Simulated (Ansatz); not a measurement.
Ansatz results at the PBE0-D4/def2-TZVP geometry: HOMO–LUMO gap (PBE0/def2-TZVPP) 7.41 eV; LUMO energy (PBE/def2-TZVPP) -0.93 eV; HOMO–LUMO gap (ωB97M-V/def2-TZVPP) 11.01 eV.

**Question.** Which molecule gave them?
A. `OCCCS`
B. `C/N=C/Cl`
C. `C[CH](Cl)[SnH3]`
D. `[OH][AlH][S]BF`

**Answer.** C. The others give `[OH][AlH][S]BF`: 7.10, -2.26, 11.24; `OCCCS`: 7.25, -0.52, 11.20; `C/N=C/Cl`: 7.49, -1.59, 12.10.
